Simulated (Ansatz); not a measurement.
Consider the redistribution: `S[SiH2][SeH]` + `CB(F)CCl` → `FB(CCl)[SiH2]S` + `C[SeH]`.

Calculated with Ansatz (gas phase, PBE0-D4/def2-TZVP geometries, no zero-point term in ΔE). CCSD(T)/CBS adds triple-zeta CCSD(T) − MP2 to the extrapolated MP2 energy (def2 sets, frozen cores). Functionals use def2-TZVPP. B3LYP here is the variant with VWN-RPA as its local correlation; programs differ in this. For Se outer-core shells are correlated without core-valence functions, which leaves a few kJ/mol of doubt a bond. Scalar relativity is left out up to krypton. One conformer a species, not always the lowest.

```tsv
level	ΔE (kcal/mol)
ωB97X-V	33.6
ωB97M-V	35.0
PBE0	34.5
B3LYP	34.5
MP2/def2-TZVPP	35.1
CCSD/def2-TZVPP	34.1
CCSD(T)/def2-TZVPP	33.3
HF/CBS(def2)	37.3
```

(1) What does CCSD(T)/CBS give? (Estimate.)

Largest T1 diagnostic among the species: 0.013.

Answers

(1) Computed: +34.7 kcal/mol. The listed levels differ from it by -1.1, 0.3, -0.2, -0.2, 0.4, -0.6, -1.4, 2.6 kcal/mol.

The D4 term adds −1.0 kcal/mol with B3LYP and −0.6 kcal/mol with PBE0; it sums over pairs of atoms, weighted by their polarisabilities, and B3LYP, whose exchange is more repulsive, gets the larger term. In def2-TZVPP, CCSD(T) changes the Hartree–Fock value by −3.9 kcal/mol (the triples alone add −0.7 kcal/mol) and MP2 by −2.1 kcal/mol.
